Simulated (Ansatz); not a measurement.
`C[Si](F)(F)[SiH3]` + `[OH][GaH2]` → `[SiH3][O][GaH2]` + `C[SiH](F)F` at 298.15 K and 1 bar (cleavage of the Si–Si bond).

Isolated molecules relaxed with PBE0-D4/def2-TZVP in Ansatz; ΔE leaves out vibrations. CBS: MP2 limit from def2 TZ/QZ plus the TZ coupled-cluster correction, frozen cores. For Ga outer-core shells are correlated without core-valence functions, which leaves a few kJ/mol of doubt a bond. Scalar relativity is left out up to krypton.

```json
{"species": "`C[Si](F)(F)[SiH3]`", "CCSD(T)/CBS energy (Eh)": "-819.55181", "H − E (kJ/mol)": "202.2", "S (J/(mol·K))": "370.1"}
{"species": "`[OH][GaH2]`", "CCSD(T)/CBS energy (Eh)": "-2000.92981", "H − E (kJ/mol)": "82.7", "S (J/(mol·K))": "263.1"}
{"species": "`[SiH3][O][GaH2]`", "CCSD(T)/CBS energy (Eh)": "-2291.24790", "H − E (kJ/mol)": "130.4", "S (J/(mol·K))": "331.5"}
{"species": "`C[SiH](F)F`", "CCSD(T)/CBS energy (Eh)": "-529.27654", "H − E (kJ/mol)": "151.6", "S (J/(mol·K))": "306.4"}
```

H − E and S are ideal-gas, rigid-rotor, harmonic terms from PBE0-D4/def2-TZVP. 1 Eh = 2625.50 kJ/mol, R = 8.31446 J/(mol·K).

By hand: ΔE, ΔH, ΔS and ΔG.

ΔE = (-2291.24790) + (-529.27654) − (-819.55181) − (-2000.92981) = -0.04282 Eh = -112.4 kJ/mol. Δ(H − E) = 130.4 + 151.6 − 202.2 − 82.7 = -2.9, so ΔH = -115.3 kJ/mol. ΔS = 331.5 + 306.4 − 370.1 − 263.1 = 4.7 J/(mol·K). ΔG = -115.3 − 298.15 × (4.7)/1000 = -116.7 kJ/mol.

By hand: the equilibrium constant, and the temperature at which ΔG would vanish if ΔH and ΔS stayed fixed.

log₁₀ K = −ΔG/(RT ln 10) = 20.4. ΔH and −TΔS have one sign here, so there is no such temperature. One of them is within its doubt of zero, so this could turn.

The number of gas molecules stays the same, so ΔS is small and ΔH decides. A doubt of 5 kJ/mol in ΔE shifts log₁₀ K by 0.9 here. These are equilibria of isolated gas molecules and say nothing of rates. Largest T1 diagnostic: 0.015 (customary marks: 0.02 for closed shells, 0.045 for open ones).
